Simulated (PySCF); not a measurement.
C₂H₃AlCl₂O₂, singlet, at the geometry of the source list, atoms displaced at random by about 0.03 Å a coordinate; HF/STO-3G, gradient by finite differences run with PySCF.

Input for PySCF:
```python
from pyscf import gto, scf

mol = gto.Mole()
mol.atom = '''
    Al   -0.43987160    2.17473180    0.48282631
    Cl    0.76831352    3.23793966   -0.68896301
    Cl   -1.74499499    2.76113377    1.94891361
    O    -0.60198812    0.51299362    0.14799458
    C     0.43030040   -0.41086498    0.13055669
    C     0.04015139   -1.74934681   -0.50278539
    O     1.41412437   -0.24418186    0.73988306
    H     0.98245578   -2.36347176   -0.53298218
    H    -0.22112152   -1.54895542   -1.59646404
    H    -0.73037858   -2.23739539   -0.02599732
'''
mol.basis = 'sto-3g'
mol.verbose = 4
mol.build()

mf = scf.RHF(mol)
mf.conv_tol = 1e-11
mf.kernel()
scan, done = mf.as_scanner(), []
scan.scf_summary = {}
def energy(d):
    c = mol.atom_coords()
    c[8, 1] += d
    e = scan(mol.set_geom_(c, unit='Bohr', inplace=False))
    done.append(scan.converged)
    return e
h = 1e-5
fd = (energy(h) - energy(-h)) / (2 * h)
print('dE/dx =', fd)
```

What the program printed (banner, timings and long lists left out):

```
PySCF version 2.14.0

[INPUT] verbose = 4
[INPUT] num. atoms = 10
[INPUT] num. electrons = 78
[INPUT] charge = 0
[INPUT] spin (= nelec alpha-beta = 2S) = 0
[INPUT] symmetry False subgroup None
[INPUT] Mole.unit = angstrom
[INPUT] Symbol           X                Y                Z      unit          X                Y                Z       unit  Magmom
[...]
nuclear repulsion = 486.991361397279
number of shells = 30
number of NR pGTOs = 150
number of NR cGTOs = 50
basis = sto-3g
ecp = {}

******** <class 'pyscf.scf.hf.RHF'> ********
method = RHF
initial guess = minao
damping factor = 0
level_shift factor = 0
DIIS = <class 'pyscf.scf.diis.CDIIS'>
diis_start_cycle = 1
diis_space = 8
diis_damp = 0
SCF conv_tol = 1e-11
SCF conv_tol_grad = None
SCF max_cycles = 50
direct_scf = True
direct_scf_tol = 1e-13
Set gradient conv threshold to 3.16228e-06
Initial guess from minao.
init E= -1373.01184729469
[...]
cycle= 1 E= -1372.42383161427  delta_E= 0.588  |g|= 0.77  |ddm|= 4.11
[...]
cycle= 2 E= -1372.60407912637  delta_E= -0.18  |g|= 0.373  |ddm|= 1.42
[...]
cycle= 3 E= -1372.63893583224  delta_E= -0.0349  |g|= 0.0583  |ddm|= 0.443
[...]
cycle= 4 E= -1372.64087841233  delta_E= -0.00194  |g|= 0.033  |ddm|= 0.12
[...]
cycle= 5 E= -1372.64141872612  delta_E= -0.00054  |g|= 0.00992  |ddm|= 0.0667
[...]
cycle= 6 E= -1372.64150648522  delta_E= -8.78e-05  |g|= 0.00324  |ddm|= 0.032
[...]
cycle= 7 E= -1372.6415138882  delta_E= -7.4e-06  |g|= 0.000534  |ddm|= 0.0105
[...]
cycle= 8 E= -1372.64151411585  delta_E= -2.28e-07  |g|= 0.000137  |ddm|= 0.00175
[...]
cycle= 9 E= -1372.64151413771  delta_E= -2.19e-08  |g|= 5.37e-05  |ddm|= 0.000475
[...]
cycle= 10 E= -1372.641514142  delta_E= -4.29e-09  |g|= 2.61e-05  |ddm|= 0.000197
[...]
cycle= 11 E= -1372.64151414328  delta_E= -1.29e-09  |g|= 6.78e-06  |ddm|= 0.000148
[...]
cycle= 12 E= -1372.64151414335  delta_E= -6.28e-11  |g|= 1.8e-06  |ddm|= 3.7e-05
[...]
cycle= 13 E= -1372.64151414335  delta_E= -2.27e-12  |g|= 6.45e-07  |ddm|= 7.01e-06
[...]
Extra cycle  E= -1372.64151414336  delta_E= -6.37e-12  |g|= 3.27e-07  |ddm|= 1.3e-06
converged SCF energy = -1372.64151414336
Create scanner for <class 'pyscf.scf.hf.RHF'>

WARN: Mole.unit (angstrom) is changed to Bohr

New geometry
   1 Al    -0.439871600000   2.174731800000   0.482826310000 AA   -0.831236853974   4.109647496382   0.912409491634 Bohr
   2 Cl     0.768313520000   3.237939660000  -0.688963010000 AA    1.451902130601   6.118819165267  -1.301951398856 Bohr
[...]
diis_damp = 0
SCF conv_tol = 1e-11
SCF conv_tol_grad = None
SCF max_cycles = 50
direct_scf = True
direct_scf_tol = 1e-13
Set gradient conv threshold to 3.16228e-06
init E= -1372.64151369949
[...]
cycle= 1 E= -1372.6415140316  delta_E= -3.32e-07  |g|= 4.48e-07  |ddm|= 3.11e-06
[...]
cycle= 2 E= -1372.6415140316  delta_E= -1.14e-12  |g|= 1.76e-07  |ddm|= 8.5e-07
[...]
Extra cycle  E= -1372.6415140316  delta_E= -3.41e-12  |g|= 9.01e-08  |ddm|= 3.67e-07
converged SCF energy = -1372.6415140316

WARN: Mole.unit (angstrom) is changed to Bohr

New geometry
   1 Al    -0.439871600000   2.174731800000   0.482826310000 AA   -0.831236853974   4.109647496382   0.912409491634 Bohr
   2 Cl     0.768313520000   3.237939660000  -0.688963010000 AA    1.451902130601   6.118819165267  -1.301951398856 Bohr
   3 Cl    -1.744994990000   2.761133770000   1.948913610000 AA   -3.297562619838   5.217786618588   3.682912963337 Bohr
   4 O     -0.601988120000   0.512993620000   0.147994580000 AA   -1.137592677042   0.969417445449   0.279669224120 Bohr
   5 C      0.430300400000  -0.410864980000   0.130556690000 AA    0.813149907291  -0.776422286375   0.246716387830 Bohr
   6 C      0.040151390000  -1.749346810000  -0.502785390000 AA    0.075875130621  -3.305786367782  -0.950126686533 Bohr
   7 O      1.414124370000  -0.244181860000   0.739883060000 AA    2.672307765373  -0.461436839987   1.398176347605 Bohr
   8 H      0.982455780000  -2.363471760000  -0.532982180000 AA    1.856572353696  -4.466314329544  -1.007190349474 Bohr
   9 H     -0.221121520000  -1.548960711772  -1.596464040000 AA   -0.417859113048  -2.927111522961  -3.016879803317 Bohr
  10 H     -0.730378580000  -2.237395390000  -0.025997320000 AA   -1.380215483449  -4.228064519464  -0.049127814773 Bohr

******** <class 'pyscf.scf.hf.RHF_Scanner'> ********
method = RHF_Scanner
initial guess = minao
damping factor = 0
level_shift factor = 0
DIIS = <class 'pyscf.scf.diis.CDIIS'>
diis_start_cycle = 1
diis_space = 8
diis_damp = 0
SCF conv_tol = 1e-11
SCF conv_tol_grad = None
SCF max_cycles = 50
direct_scf = True
direct_scf_tol = 1e-13
Set gradient conv threshold to 3.16228e-06
init E= -1372.64151491931
[...]
cycle= 1 E= -1372.6415142551  delta_E= 6.64e-07  |g|= 8.02e-07  |ddm|= 5.95e-06
[...]
cycle= 2 E= -1372.64151425509  delta_E= 2.96e-12  |g|= 2.82e-07  |ddm|= 1.44e-06
[...]
Extra cycle  E= -1372.6415142551  delta_E= -4.55e-12  |g|= 1.22e-07  |ddm|= 5.2e-07
converged SCF energy = -1372.6415142551
dE/dx = 0.01117471128964098
```
